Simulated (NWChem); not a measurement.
System meant: C$_{3}$HClF$_{2}$; SMILES ClC(=C=CF)F

NWChem input:

```
start job
memory heap 200 mb stack 900 mb global 1100 mb
geometry units angstroms noautoz
  F      0.309011    -2.880339    -0.443226
  C      0.075610    -1.951520     0.499879
  C     -0.168922    -0.684480     0.233850
  C     -0.394667     0.596104     0.033324
  F     -1.609326     1.125447    -0.136898
  Cl     0.849815     1.804099    -0.044218
  H      0.111921    -2.379451     1.518971
end
basis spherical
  F library def2-svp
  C library def2-svp
  Cl library def2-svp
  H library def2-svp
end
dft
  xc pbe0
  iterations 4
  mulliken
end
task dft energy
```

End of the output:

```
    Atom       Charge   Shell Charges
 -----------   ------   -------------------------------------------------------
    1 F    9     9.06   1.98  1.02  0.74  3.20  2.11  0.01
    2 C    6     5.90   1.96  0.61  0.31  1.78  1.05  0.18
    3 C    6     6.15   1.97  0.64  0.30  1.92  1.25  0.07
    4 C    6     6.03   1.96  0.63  0.32  1.77  1.13  0.22
    5 F    9     9.04   1.98  1.02  0.74  3.19  2.10  0.01
    6 Cl  17    16.85   2.00  1.96  1.04  0.77  5.82  2.25  2.97  0.04
    7 H    1     0.96   0.63  0.26  0.07

 center of mass
 --------------
 x =  -0.00999297 y =   0.04021090 z =  -0.03682221

 moments of inertia (a.u.)
 ------------------
        1310.005974738111           0.000000000000          -0.000000000000
           0.000000000000         316.640266181051           0.000000000000
          -0.000000000000           0.000000000000        1554.427682741163

     Multipole analysis of the density
     ---------------------------------

     L   x y z        total         alpha         beta         nuclear
     -   - - -        -----         -----         ----         -------
     0   0 0 0     -0.000000    -27.000000    -27.000000     54.000000

     1   1 0 0      0.129865      0.064933      0.064933      0.000000
     1   0 1 0     -0.115662     -0.057831     -0.057831     -0.000000
     1   0 0 1      0.496529      0.248264      0.248264      0.000000

     2   2 0 0    -29.631145    -81.952977    -81.952977    134.274808
     2   1 1 0      0.838223     -0.381510     -0.381510      1.601243
     2   1 0 1      0.080002     -0.077326     -0.077326      0.234653
     2   0 2 0    -29.140560   -326.741029   -326.741029    624.341499
     2   0 1 1     -2.543539      2.872111      2.872111     -8.287761
     2   0 0 2    -27.779979    -24.830527    -24.830527     21.881075

 ------------------------------------------------------------------------
 dft energy failed                                                                                  0
 ------------------------------------------------------------------------
 ------------------------------------------------------------------------
  current input line :
    23: task dft energy
 ------------------------------------------------------------------------
 ------------------------------------------------------------------------
 This type of error is most commonly associated with calculations not reaching convergence criteria
 ------------------------------------------------------------------------
 For more information see the NWChem manual at https://nwchemgit.github.io

0:dft energy failed:Received an Error in Communication
```

Question: What is wrong, and how is it mended?

Answer: The run did not converge; its last values are not results. Cause: the SCF was allowed too few iterations. This input runs:
```
start job
memory heap 200 mb stack 900 mb global 1100 mb
geometry units angstroms noautoz
  F      0.309011    -2.880339    -0.443226
  C      0.075610    -1.951520     0.499879
  C     -0.168922    -0.684480     0.233850
  C     -0.394667     0.596104     0.033324
  F     -1.609326     1.125447    -0.136898
  Cl     0.849815     1.804099    -0.044218
  H      0.111921    -2.379451     1.518971
end
basis spherical
  * library def2-svp
end
dft
  xc pbe0
  iterations 150
  mulliken
end
task dft energy
```
It converges to -773.85134 Ha (PBE0/def2-SVP).
